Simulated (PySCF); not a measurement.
Al(Me)2(NH3) (C2H9AlN), SMILES [CH3][Al+]([CH3])<-[NH3] (connectivity only; charge and spin as stated), charge +1, multiplicity 1.

Geometry optimised at r2SCAN-D4/def2-SVP. The spin state was assumed, not searched. The isomer is the one that the SMILES or the coordinates give; other isomers of the formula were not compared.

Method: TDDFT-PBE/def2-SVPD in PySCF 2.14.0.

Vertical excitations. 

```csv
state,energy (eV),λ (nm),f,main pairs
S1,5.29,234,0.000,HOMO→LUMO 100 %
S2,5.88,211,0.042,HOMO→LUMO+1 96 %
S3,6.70,185,0.034,HOMO−1→LUMO 97 %
S4,7.14,174,0.087,HOMO−1→LUMO+1 97 %
S5,7.33,169,0.099,"HOMO→LUMO+2 80 %, HOMO−3→LUMO 15 %"
S6,7.43,167,0.000,HOMO−2→LUMO 99 %
S7,7.71,161,0.013,"HOMO−5→LUMO 61 %, HOMO−4→LUMO 36 %"
S8,7.79,159,0.171,"HOMO−3→LUMO 72 %, HOMO−2→LUMO+1 13 %"
S9,7.86,158,0.010,"HOMO−4→LUMO 53 %, HOMO−5→LUMO 33 %"
S10,7.95,156,0.042,HOMO−2→LUMO+1 85 %
T1,4.96,250,0,HOMO→LUMO 100 %
T2,5.53,224,0,HOMO→LUMO+1 98 %
T3,6.04,205,0,HOMO−1→LUMO 98 %
T4,6.74,184,0,HOMO−1→LUMO+1 96 %
```
Triplets are in the Tamm–Dancoff approximation, which puts them higher than full response would, so one can lie above its singlet here.
